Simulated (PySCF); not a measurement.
Fill in the blanks.

Compound: C6H12SSi2.
SMILES: `C=C(C)CC#C[SiH2]S[SiH3]`

Conformer (atom-mapped SMILES and torsion angles): `[CH2:1]=[C:2]([CH3:3])[CH2:4][C:5]#[C:6][SiH2:7][S:8][SiH3:9]`: C1–C2–C4–C5 121°, C6–Si7–S8–Si9 -49°.

```csv
property,level,value
point group,PBE0-D3(BJ)/def2-SVP,C1
"rotational constants A, B, C",PBE0-D3(BJ)/def2-SVP,"1.417, 0.541, 0.454 GHz"
dipole moment,CAM-B3LYP/def2-SVPD,2.25 D
HOMO energy,CAM-B3LYP/def2-SVPD,-8.57 eV
LUMO energy,CAM-B3LYP/def2-SVPD,0.33 eV
lowest singlet excitation,TDDFT CAM-B3LYP/def2-SVPD,"5.66 eV (219 nm, f = 0.000)"
strongest line among the 10 lowest singlet transitions,TDDFT CAM-B3LYP/def2-SVPD,"S7 at 6.78 eV (183 nm, f = 0.178)"
lowest triplet excitation (Tamm–Dancoff),TDA CAM-B3LYP/def2-SVPD,?
static isotropic polarisability,CAM-B3LYP/def2-SVPD,145.5 au
vertical ionisation energy,ΔSCF CAM-B3LYP/def2-SVPD,9.21 eV
electronic spatial extent ⟨r²⟩ about the centre of nuclear charge,CAM-B3LYP/def2-SVPD,?
13C chemical shifts (computed TMS as zero) by class,GIAO B3LYP/pcSseg-1,?
1H chemical shifts (computed TMS as zero) by class,GIAO B3LYP/pcSseg-1,?
"isotropic shieldings of nuclei other than C and H, by class",GIAO B3LYP/pcSseg-1,"387 (1 Si), 392 (1 Si), 787 (1 S) ppm"
```

Electronic properties: PySCF, gas phase, density fitting. NMR classes are plain means over equivalent atoms (diastereotopic ones count apart unless rotation or inversion swaps them), as if these changed places fast; in this geometry the members of some classes differ.

Q: Give the 1H chemical shifts (computed TMS as zero) by class.

A: 5.00 (1 H), 4.99 (1 H), 4.85 (2 H), 4.50 (3 H), 2.95 (2 H), 2.00 (3 H) ppm.

Q: The lowest triplet excitation (Tamm–Dancoff)?

A: 4.30 eV.

Q: The 13C chemical shifts (computed TMS as zero) by class?

A: 151.7 (1 C), 120.9 (1 C), 120.5 (1 C), 82.4 (1 C), 32.8 (1 C), 24.0 (1 C) ppm.

Q: The electronic spatial extent ⟨r²⟩ about the centre of nuclear charge?

A: 2577 bohr².

No computed singlet falls in the visible range (750 to 380 nm, 1.65 to 3.26 eV); S1 lies 2.40 eV above its blue end. In atomic units the dipole is 0.88 e·bohr (1 au = 2.5417 D). In wavenumbers S1 is 45600 cm⁻¹ (1 eV = 8065.54 cm⁻¹). The ΔSCF ionisation energy exceeds −ε(HOMO) by 0.64 eV with CAM-B3LYP.

For the geometry optimisation (PBE0-D3(BJ)/def2-SVP), on Arm Neoverse N1, one thread, on a shared host, this took 14 min and 0.93 GiB of memory at its peak.

One conformer stands for the species.
